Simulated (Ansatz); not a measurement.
Reaction (formal exchange of groups at a B–Cl bond): `NB(Cl)Cl` + `COC=S` → `NB(Cl)OC=S` + `CCl`

Calculated with Ansatz (gas phase, PBE0-D4/def2-TZVP geometries, no zero-point term in ΔE). CCSD(T)/CBS adds triple-zeta CCSD(T) − MP2 to the extrapolated MP2 energy (def2 sets, frozen cores). This one scheme is used for every species. Functionals use def2-TZVPP. Each species was taken in one conformer, which may not be the lowest.

| level | ΔE (kJ/mol) | difference from CCSD(T)/CBS |
| --- | --- | --- |
| PBE-D4 | -29.6 | 9.3 |
| revPBE-D4 | -28.9 | 10.0 |
| BLYP-D4 | -34.3 | 4.6 |
| B97M-V | -32.2 | 6.7 |
| PBE0-D4 | -33.7 | 5.2 |
| CAM-B3LYP-D4 | -38.7 | 0.2 |
| ωB97X-V | -34.3 | 4.6 |
| revPBE | -27.3 | 11.6 |
| PBE0 | -32.7 | 6.2 |
| RPA@PBE/def2-TZVPP | -33.3 | 5.6 |
| CCSD(T)/def2-SVP | -26.6 | 12.3 |
| HF/def2-TZVPP | -42.8 | -3.9 |
| MP2/def2-TZVPP | -35.0 | 3.9 |
| CCSD/def2-TZVPP | -38.3 | 0.6 |
| MP2/CBS(def2) | -37.3 | 1.6 |
| CCSD/CBS(def2) | -40.6 | -1.7 |
| CCSD(T)/CBS | -38.9 | 0 |

What do rigid-rotor, harmonic-oscillator terms from PBE0-D4/def2-TZVP frequencies (298.15 K, 1 bar) make of the CCSD(T)/CBS value? (Best estimate.)

Ansatz gave: ΔZPE = -1.4 kJ/mol, ΔH = -39.9 kJ/mol, ΔS = -12 J/(mol·K), ΔG = -36.3 kJ/mol.

Largest T1 diagnostic among the species: 0.017.

In def2-TZVPP, CCSD(T) changes the Hartree–Fock value by +6.1 kJ/mol (the triples alone add +1.6 kJ/mol) and MP2 by +7.7 kJ/mol. At CCSD(T), def2-SVP lies +12.3 kJ/mol from the extrapolated value and def2-TZVPP +2.3 kJ/mol.
